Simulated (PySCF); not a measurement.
From one molecule to another.

First species: C3H12SSi3.
SMILES: `[SiH2]([SiH2]C=C)[SiH2]SC`

Second species: C2H12OSSi4.
Geometry (GFN2-xTB, Å), atoms numbered from 1 in this order:
```
atom  x, y, z in Å
C1     3.467    0.372   -0.963
O2     2.147    0.207   -0.555
Si3    1.440   -1.185   -0.088
Si4   -0.561   -0.096    0.271
Si5   -0.417    1.928    1.473
Si6   -2.258   -0.193   -1.372
C7    -3.195   -1.199   -0.037
S8    -1.969   -1.459    1.302
H9     3.677   -0.234   -1.846
H10    4.156    0.078   -0.168
H11    3.624    1.424   -1.203
H12    2.182   -1.785    1.033
H13    1.551   -2.195   -1.157
H14    0.200    1.781    2.796
H15    0.418    2.859    0.709
H16   -1.709    2.592    1.690
H17   -3.055    0.981   -1.751
H18   -2.118   -1.010   -2.585
H19   -3.539   -2.180   -0.358
H20   -4.045   -0.676    0.396
```

Levels: PBE0/pcSseg-1 for dipole moment, HOMO energy, LUMO energy and HOMO–LUMO gap; GFN2-xTB for rotational constant A and rotational constant C. Geometries: GFN2-xTB. All species are isolated and taken at one optimised geometry, non-relativistic unless stated; the electronic structure was computed with PySCF and density fitting.

Dipoles, sizes and rotational constants follow the conformer. The torsions of the flexible species, by atom-mapped SMILES:
- `[CH2:1]=[CH:2][SiH2:3][SiH2:4][SiH2:5][S:6][CH3:7]`: C1–C2–Si3–Si4 -108°, C2–Si3–Si4–Si5 -13°, Si3–Si4–Si5–S6 -47°, Si4–Si5–S6–C7 177°
- `[CH3:1][O:2][SiH2:3][Si@@:4]1([SiH3:5])[SiH2:6][CH2:7][S:8]1`: C1–O2–Si3–Si4 180°, O2–Si3–Si4–Si5 -46°

Values for the first species:

| Quantity | Value |
| --- | --- |
| Dipole moment | 1.43 D |
| HOMO energy | -6.71 eV |
| LUMO energy | -0.75 eV |
| HOMO–LUMO gap | 5.96 eV |
| Rotational constant A | 1.511 GHz |
| Rotational constant C | 0.549 GHz |

Question: Estimate the same properties for the second species, and the change in each.

Answer: 
```
             property      first     second  second less first
        dipole moment     1.43 D     2.52 D            +1.09 D
          HOMO energy   -6.71 eV   -6.40 eV           +0.31 eV
          LUMO energy   -0.75 eV   -1.17 eV           -0.42 eV
        HOMO–LUMO gap    5.96 eV    5.23 eV           -0.73 eV
rotational constant A  1.511 GHz  1.131 GHz         -0.380 GHz
rotational constant C  0.549 GHz  0.481 GHz         -0.068 GHz
```

On the first: The dipole equals about 4.8 × 10⁻³⁰ C·m (1 D = 3.33564 × 10⁻³⁰ C·m).

On the second: The dipole matches unit charges of opposite sign 0.52 Å apart (1 e·Å = 4.8032 D). A dipole of 2.52 D is allowed in C1, and pure rotational transitions are dipole-allowed.
